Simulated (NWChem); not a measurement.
# How basis sets differ on BBrCl2 (bromodichloroborane)

BBrCl2: 4 atoms, total charge 0, spin state singlet. SMILES: `ClB(Cl)Br`. The coordinates come from a PBE0-D4/def2-TZVP relaxation.

Quantity: the lowest excitation energy, in eV. The values are calculated.

```csv
level,kind,program,value (eV),CPU time
TDA-PBE0/6-311G**,perturbation theory,NWChem,5.25,1.9 min
TDA-PBE0/6-31G* (spherical functions),perturbation theory,NWChem,5.27,61 s
TDA-PBE0/STO-3G,perturbation theory,NWChem,5.39,9.6 s
TDA-PBE0/3-21G,perturbation theory,NWChem,5.21,17 s
TDA-PBE0/6-31G,perturbation theory,NWChem,5.25,40 s
TDA-PBE0/6-31G** (spherical functions),perturbation theory,NWChem,5.27,73 s
```

All-electron rows without a relativistic Hamiltonian named are non-relativistic. The values span 5.21 to 5.39 eV. In the correlated wave-function rows the outer d shell of Br is correlated, in sets not made for it. Without the sets that lack polarisation functions the rows with a basis span only 5.25 to 5.27 eV. Times are those of the runs behind each value, whatever else they computed, on shared processors of several kinds: orders of magnitude only.
